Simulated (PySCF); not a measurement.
PySCF input file for InCl₂, SMILES [Cl][In+][Cl], charge +1, TDDFT-LC-ωPBE/def2-SVPD. The structure is a stationary point at B3LYP-D3(BJ)/def2-TZVP. The spin state was assumed, not searched. The isomer is the one that the SMILES or the coordinates give; other isomers of the formula were not compared. The def2 effective core potentials stand for the cores of In; spin–orbit coupling is left out.

```python
import numpy as np
from pyscf import gto, scf, dft, tdscf

mol = gto.M(
    atom='''
    In    0.00000000    0.00000000    0.00000000
    Cl    0.00000000    0.00000000   -2.22425590
    Cl    0.00000000    0.00000000    2.22425590
    ''',
    basis='def2-SVPD',
    ecp={'In': 'def2-svp'},
    charge=1,
    spin=0,
    symmetry=True,
    symmetry_subgroup='D2h',
    max_memory=1600,
    verbose=4,
)
mf = dft.RKS(mol, xc='lc_wpbe').density_fit(auxbasis='def2-universal-jkfit')
mf.grids.level = 3
mf.conv_tol = 1e-9
mf.max_cycle = 100
mf.kernel()
mf.grids = dft.Grids(mol).set(level=1).build(with_non0tab=True)  # coarser grid for the response kernel
td = tdscf.TDDFT(mf)
td.singlet = True
td.nstates = 10
td.conv_tol = 1e-4
td.positive_eig_threshold = 1e-6
td.kernel(x0=td.get_init_guess(mf, 15))
td.analyze()
tt = tdscf.TDA(mf)
tt.singlet = False
tt.nstates = 4
tt.conv_tol = 1e-4
tt.positive_eig_threshold = 1e-6
tt.kernel(x0=tt.get_init_guess(mf, 9))
tt.analyze(verbose=3)
```

Output:

```
PySCF version 2.14.0

[INPUT] verbose = 4
[INPUT] num. atoms = 3
[INPUT] num. electrons = 54
[INPUT] charge = 1
[INPUT] spin (= nelec alpha-beta = 2S) = 0
[INPUT] symmetry True subgroup D2h
[INPUT] Mole.unit = angstrom
[INPUT] Symbol           X                Y                Z      unit          X                Y                Z       unit  Magmom
[INPUT]  1 In     0.000000000000   0.000000000000   0.000000000000 AA    0.000000000000   0.000000000000   0.000000000000 Bohr   0.0
[INPUT]  2 Cl     0.000000000000   0.000000000000  -2.224255900000 AA    0.000000000000   0.000000000000  -4.203234481948 Bohr   0.0
[INPUT]  3 Cl     0.000000000000   0.000000000000   2.224255900000 AA    0.000000000000   0.000000000000   4.203234481948 Bohr   0.0

nuclear repulsion = 204.247467917167
point group symmetry = Dooh, use subgroup D2h
symmetry origin: [0. 0. 0.]
symmetry axis x: [1. 0. 0.]
symmetry axis y: [0. 1. 0.]
symmetry axis z: [0. 0. 1.]
num. orbitals of irrep Ag = 24
num. orbitals of irrep B1g = 5
num. orbitals of irrep B2g = 9
num. orbitals of irrep B3g = 9
num. orbitals of irrep Au = 2
num. orbitals of irrep B1u = 17
num. orbitals of irrep B2u = 10
num. orbitals of irrep B3u = 10
number of shells = 34
number of NR pGTOs = 157
number of NR cGTOs = 86
basis = def2-SVPD
ecp = {'In': 'def2-svp'}


[settings echo left out]
init E= -1089.03241054219
HOMO (B3g) = -0.771749667829724  LUMO (Ag) = -0.625632058094602  gap/eV = 3.97606
cycle= 1 E= -1109.31876289176  delta_E= -20.3  |g|= 1.55  |ddm|= 12.7
HOMO (Ag) = -0.669526111472493  LUMO (Ag) = -0.212393495529277  gap/eV = 12.43921
cycle= 2 E= -1109.59595153958  delta_E= -0.277  |g|= 1.04  |ddm|= 4.53
HOMO (B3g) = -0.653160058762523  LUMO (Ag) = -0.270827409049687  gap/eV = 10.40380
cycle= 3 E= -1109.79121905831  delta_E= -0.195  |g|= 0.0705  |ddm|=  1.3
HOMO (B3g) = -0.670107670789751  LUMO (Ag) = -0.269468675133808  gap/eV = 10.90194
cycle= 4 E= -1109.79289609568  delta_E= -0.00168  |g|= 0.0267  |ddm|= 0.166
HOMO (B3g) = -0.665924486046128  LUMO (Ag) = -0.266857111810204  gap/eV = 10.85918
cycle= 5 E= -1109.79313517117  delta_E= -0.000239  |g|= 0.00373  |ddm|= 0.0424
HOMO (B2g) = -0.666208666618457  LUMO (Ag) = -0.266978994599199  gap/eV = 10.86359
cycle= 6 E= -1109.79314842534  delta_E= -1.33e-05  |g|= 0.000709  |ddm|= 0.0157
HOMO (B3g) = -0.666055562622601  LUMO (Ag) = -0.266848869397606  gap/eV = 10.86297
cycle= 7 E= -1109.79314767299  delta_E= 7.52e-07  |g|= 0.000219  |ddm|= 0.00255
HOMO (B2g) = -0.666087614032591  LUMO (Ag) = -0.266885373520928  gap/eV = 10.86285
cycle= 8 E= -1109.79314772258  delta_E= -4.96e-08  |g|= 6.88e-05  |ddm|= 0.000679
HOMO (B3g) = -0.666088689615461  LUMO (Ag) = -0.266886902222829  gap/eV = 10.86283
cycle= 9 E= -1109.79314772698  delta_E= -4.4e-09  |g|= 5.6e-06  |ddm|= 0.000282
HOMO (B3g) = -0.666087856948323  LUMO (Ag) = -0.26688685093945  gap/eV = 10.86281
cycle= 10 E= -1109.793147727  delta_E= -1.91e-11  |g|= 7.45e-07  |ddm|= 3.24e-05
HOMO (B2g) = -0.666087951921343  LUMO (Ag) = -0.266886793545261  gap/eV = 10.86282
Extra cycle  E= -1109.79314772701  delta_E= -5.23e-12  |g|= 3.74e-07  |ddm|= 2.55e-06
converged SCF energy = -1109.79314772701
tot grids = 20720
Overwritten attributes  positive_eig_threshold  of <class 'pyscf.tdscf.rks.TDDFT'>


******** <class 'pyscf.tdscf.rks.TDDFT'> for <class 'pyscf.df.df_jk.DFSymAdaptedRKS'> ********
nstates = 10 singlet
deg_eia_thresh = 1.000e-03
wfnsym = None
conv_tol = 0.0001
eigh lindep = 1e-12
eigh level_shift = 0
eigh max_cycle = 100


Excitation energies (eV)
[5.00624678 5.00624678 5.49714666 5.49714666 7.03148249 7.32026929
 7.34557677 7.34567187 7.72004574 7.78112776]

** Singlet excitation energies and oscillator strengths **
Excited State   1:  B3g      5.00625 eV    247.66 nm  f=0.0000
      27 -> 28        0.69776
Excited State   2:  B2g      5.00625 eV    247.66 nm  f=0.0000
      26 -> 28        0.69776
Excited State   3:  B3u      5.49715 eV    225.54 nm  f=0.0216
      25 -> 28        0.69636
Excited State   4:  B2u      5.49715 eV    225.54 nm  f=0.0216
      24 -> 28        0.69636
Excited State   5:  B1u      7.03148 eV    176.33 nm  f=0.0944
      23 -> 28        0.51989
      26 -> 30       -0.33122
      27 -> 29       -0.33122
Excited State   6:   Au      7.32027 eV    169.37 nm  f=0.0000
      26 -> 29        0.49377
      27 -> 30       -0.49377
Excited State   7:  B1u      7.34558 eV    168.79 nm  f=0.0000
      26 -> 30       -0.49407
      27 -> 29        0.49407
Excited State   8:   Au      7.34567 eV    168.79 nm  f=0.0000
      26 -> 29        0.49407
      27 -> 30        0.49407
Excited State   9:  B1g      7.72005 eV    160.60 nm  f=0.0000
      24 -> 30       -0.49263
      25 -> 29        0.49263
Excited State  10:   Ag      7.78113 eV    159.34 nm  f=0.0000
      24 -> 29        0.49341
      25 -> 30       -0.49341

** Transition electric dipole moments (AU) **
state          X           Y           Z        Dip. S.      Osc.
  1        -0.0000      0.0000     -0.0000      0.0000      0.0000
  2        -0.0000     -0.0000     -0.0000      0.0000      0.0000
  3         0.4001     -0.0000     -0.0000      0.1601      0.0216
  4        -0.0000      0.4001     -0.0000      0.1601      0.0216
  5        -0.0000     -0.0000      0.7403      0.5480      0.0944
  6         0.0000     -0.0000      0.0000      0.0000      0.0000
  7         0.0000      0.0000     -0.0000      0.0000      0.0000
  8        -0.0000      0.0000      0.0000      0.0000      0.0000
  9         0.0000     -0.0000     -0.0000      0.0000      0.0000
 10         0.0000      0.0000     -0.0000      0.0000      0.0000

WARN: ECP detected. Skipping calculation of transition velocity and magnetic dipole moments, which have not yet been implemented.

Overwritten attributes  positive_eig_threshold  of <class 'pyscf.tdscf.rks.TDA'>


******** <class 'pyscf.tdscf.rks.TDA'> for <class 'pyscf.df.df_jk.DFSymAdaptedRKS'> ********
nstates = 4 triplet
deg_eia_thresh = 1.000e-03
wfnsym = None
conv_tol = 0.0001
eigh lindep = 1e-12
eigh level_shift = 0
eigh max_cycle = 100


Excitation energies (eV)
[4.50989665 4.50989665 4.89336917 4.89336917]

** Triplet excitation energies and oscillator strengths **
Excited State   1:  B2g      4.50990 eV    274.92 nm  f=0.0000
Excited State   2:  B3g      4.50990 eV    274.92 nm  f=0.0000
Excited State   3:  B3u      4.89337 eV    253.37 nm  f=0.0000
Excited State   4:  B2u      4.89337 eV    253.37 nm  f=0.0000
```

The run converged.

Cost: very roughly 20 core-seconds.
